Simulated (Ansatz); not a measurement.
Calculated with Ansatz (gas phase, PBE0-D4/def2-TZVP geometries, no zero-point term in ΔE). CBS: MP2 limit from def2 TZ/QZ plus the TZ coupled-cluster correction, frozen cores. Each species was taken in one conformer, which may not be the lowest.

Consider the formal exchange of groups at a C–C bond: `CC(O)S` + `[SiH3]NCS` → `CC(S)N[SiH3]` + `OCS`.

```csv
level,ΔE (kJ/mol)
SCS-MP2/def2-QZVPP,-3.2
CCSD/CBS(def2),-2.4
```

Problem. What does CCSD(T)/CBS give? (An estimate is asked.)

Solution. Ansatz gave: -3.1 kJ/mol. The listed levels differ from it by -0.1, 0.7 kJ/mol.

Largest T1 diagnostic among the species: 0.011.

In def2-TZVPP, CCSD(T) changes the Hartree–Fock value by −3.6 kJ/mol (the triples alone add −0.7 kJ/mol) and MP2 by −5.0 kJ/mol.
